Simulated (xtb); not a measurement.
Input for xtb: GFN1-xTB on CH5BSe (SMILES CB[SeH]), a point of a torsion scan.

```
$ xtb mol.xyz --gfn 1 --sp --chrg 0 --uhf 0
8

C     -0.92197843    -0.15876400     0.13445528
B      0.28759225     0.75968222    -0.19680761
Se     2.14752396     0.09996657     0.10943874
H     -1.85234071     0.13801491    -0.34385559
H     -0.73800070    -1.21086912    -0.07939468
H     -1.09433897    -0.10682723     1.21285759
H      0.17258046     1.86115118    -0.57179806
H      2.20655618     0.59541760     1.45376874
```

It printed:

```
[...]
           -------------------------------------------------
          |                Calculation Setup                |
           -------------------------------------------------



           -------------------------------------------------
          |                 G F N 1 - x T B                 |
           -------------------------------------------------

        Reference                      10.1021/acs.jctc.7b00118
      * Hamiltonian:
        H0-scaling (s, p, d)           1.850000    2.250000    2.000000
        zeta-weighting                 0.000000
      * Dispersion:
        s8                             2.400000
        a1                             0.630000
        a2                             5.000000
        s9                             0.000000
      * Repulsion:
        kExp                           1.500000
        rExp                           1.000000
      * Coulomb:
        alpha                          2.000000
        third order                    atomic
        anisotropic                    false
      * Halogen bond correction:
        rad-scale                      1.300000
        damping                        0.440000


          ...................................................
          :                      SETUP                      :
          :.................................................:
          :  # basis functions                  28          :
          :  # atomic orbitals                  27          :
          :  # shells                           17          :
          :  # electrons                        18          :
          :  # halogen bonds                     0          :
          :  max. iterations                   250          :
          :  Hamiltonian                  GFN1-xTB          :
          :  restarted?                      false          :
          :  GBSA solvation                  false          :
          :  PC potential                    false          :
          :  electronic temp.          300.0000000     K    :
          :  accuracy                    1.0000000          :
          :  -> integral cutoff          0.2500000E+02      :
          :  -> integral neglect         0.1000000E-07      :
          :  -> SCF convergence          0.1000000E-05 Eh   :
          :  -> wf. convergence          0.2000000E-04 e    :
          :  Broyden damping             0.4000000          :
          :  net charge                          0          :
          :  unpaired electrons                  0          :
          ...................................................

 iter      E             dE          RMSdq      gap      omega  full diag
   1     -9.6294440 -0.962944E+01  0.698E+00    2.83       0.0  T
   2     -9.6414633 -0.120192E-01  0.418E+00    2.49       1.0  T
   3     -9.6407260  0.737220E-03  0.877E-01    1.89       1.0  T
   4     -9.6428253 -0.209922E-02  0.494E-01    2.63       1.0  T
   5     -9.6440503 -0.122501E-02  0.145E-01    2.39       1.0  T
   6     -9.6441618 -0.111540E-03  0.386E-02    2.32       1.0  T
   7     -9.6441697 -0.786683E-05  0.223E-03    2.29      15.9  T
   8     -9.6441697 -0.142214E-07  0.618E-04    2.29      57.2  T
   9     -9.6441697 -0.103053E-08  0.104E-04    2.29     339.8  T
  10     -9.6441697  0.205596E-10  0.801E-05    2.29     441.1  T

   *** convergence criteria satisfied after 10 iterations ***

         #    Occupation            Energy/Eh            Energy/eV
      -------------------------------------------------------------
         1        2.0000           -0.8435130             -22.9532
       ...           ...                  ...                  ...
         3        2.0000           -0.5557422             -15.1225
         4        2.0000           -0.5200244             -14.1506
         5        2.0000           -0.5167521             -14.0615
         6        2.0000           -0.4852094             -13.2032
         7        2.0000           -0.4676571             -12.7256
         8        2.0000           -0.4210955             -11.4586
         9        2.0000           -0.3601257              -9.7995 (HOMO)
        10                         -0.2758685              -7.5068 (LUMO)
        11                         -0.1397827              -3.8037
        12                         -0.1282455              -3.4897
        13                         -0.1108045              -3.0151
        14                         -0.0680321              -1.8512
       ...                                ...                  ...
        27                          0.7603835              20.6911
      -------------------------------------------------------------
                  HL-Gap            0.0842572 Eh            2.2928 eV
             Fermi-level           -0.3179971 Eh           -8.6531 eV

 SCC (total)                   0 d,  0 h,  0 min,  0.007 sec
 SCC setup                      ...        0 min,  0.000 sec (  1.708%)
 Dispersion                     ...        0 min,  0.000 sec (  0.736%)
 classical contributions        ...        0 min,  0.000 sec (  0.267%)
 integral evaluation            ...        0 min,  0.002 sec ( 26.264%)
 iterations                     ...        0 min,  0.002 sec ( 26.038%)
 molecular gradient             ...        0 min,  0.003 sec ( 42.559%)
 printout                       ...        0 min,  0.000 sec (  2.258%)

         :::::::::::::::::::::::::::::::::::::::::::::::::::::
         ::                     SUMMARY                     ::
         :::::::::::::::::::::::::::::::::::::::::::::::::::::
         :: total energy              -9.551332244656 Eh    ::
         :: gradient norm              0.022985046324 Eh/a0 ::
         :: HOMO-LUMO gap              2.292754517857 eV    ::
         ::.................................................::
         :: SCC energy                -9.644169688206 Eh    ::
         :: -> electrostatic           0.002861691449 Eh    ::
         :: repulsion energy           0.094959642702 Eh    ::
         :: dispersion energy         -0.002122199152 Eh    ::
         :: halogen bond corr.         0.000000000000 Eh    ::
         :: add. restraining           0.000000000000 Eh    ::
         :: total charge               0.000000000000 e     ::
         :::::::::::::::::::::::::::::::::::::::::::::::::::::

           -------------------------------------------------
          |                Property Printout                |
           -------------------------------------------------

    * Orbital Energies and Occupations

         #    Occupation            Energy/Eh            Energy/eV
      -------------------------------------------------------------
         1        2.0000           -0.8435130             -22.9532
         2        2.0000           -0.6265975             -17.0506
         3        2.0000           -0.5557422             -15.1225
         4        2.0000           -0.5200244             -14.1506
         5        2.0000           -0.5167521             -14.0615
         6        2.0000           -0.4852094             -13.2032
         7        2.0000           -0.4676571             -12.7256
         8        2.0000           -0.4210955             -11.4586
         9        2.0000           -0.3601257              -9.7995 (HOMO)
        10                         -0.2758685              -7.5068 (LUMO)
        11                         -0.1397827              -3.8037
        12                         -0.1282455              -3.4897
        13                         -0.1108045              -3.0151
        14                         -0.0680321              -1.8512
        15                         -0.0614913              -1.6733
        16                         -0.0575264              -1.5654
Note: The following floating-point exceptions are signalling: IEEE_DENORMAL
normal termination of xtb
        17                         -0.0497971              -1.3550
        18                         -0.0137838              -0.3751
        19                         -0.0104697              -0.2849
        20                          0.0188520               0.5130
       ...                                ...                  ...
        27                          0.7603835              20.6911
      -------------------------------------------------------------
                  HL-Gap            0.0842572 Eh            2.2928 eV
             Fermi-level           -0.3179971 Eh           -8.6531 eV

  Mulliken/CM5 charges         n(s)   n(p)   n(d)
     1C    -0.18803 -0.26985   1.030  3.158  0.000
     2B     0.22277 -0.04221   1.088  1.689  0.000
     3Se   -0.12382 -0.11369   1.924  4.242 -0.043
     4H     0.03665  0.09245   0.963  0.000  0.000
     5H     0.03933  0.09572   0.961  0.000  0.000
     6H     0.05469  0.11170   0.945  0.000  0.000
     7H    -0.09334  0.01682   1.093  0.000  0.000
     8H     0.05175  0.10907   0.948  0.000  0.000

Wiberg/Mayer (AO) data.
largest (>0.10) Wiberg bond orders for each atom

 ---------------------------------------------------------------------------
     #   Z sym  total        # sym  WBO       # sym  WBO       # sym  WBO
 ---------------------------------------------------------------------------
     1   6 C    3.977 --     2 B    1.066     4 H    0.977     5 H    0.970
                             6 H    0.941
     2   5 B    3.134 --     1 C    1.066     3 Se   0.989     7 H    0.965
     3  34 Se   2.001 --     2 B    0.989     8 H    0.959
     4   1 H    1.006 --     1 C    0.977
     5   1 H    1.010 --     1 C    0.970
     6   1 H    1.004 --     1 C    0.941
     7   1 H    1.001 --     2 B    0.965
     8   1 H    1.003 --     3 Se   0.959
 ---------------------------------------------------------------------------

Topologies differ in total number of bonds
Writing topology from bond orders to xtbtopo.mol

 dipole moment from electron density (au)
     X       Y       Z
  -0.4278  -0.0399   0.2336  total (Debye):    1.243


           -------------------------------------------------
          | TOTAL ENERGY               -9.551332244656 Eh   |
          | GRADIENT NORM               0.022985046324 Eh/α |
          | HOMO-LUMO GAP               2.292754517857 eV   |
           -------------------------------------------------

------------------------------------------------------------------------
------------------------------------------------------------------------
 total:
 SCF:
```

The run finished.

Cost: around 0.03 core-seconds (rough).
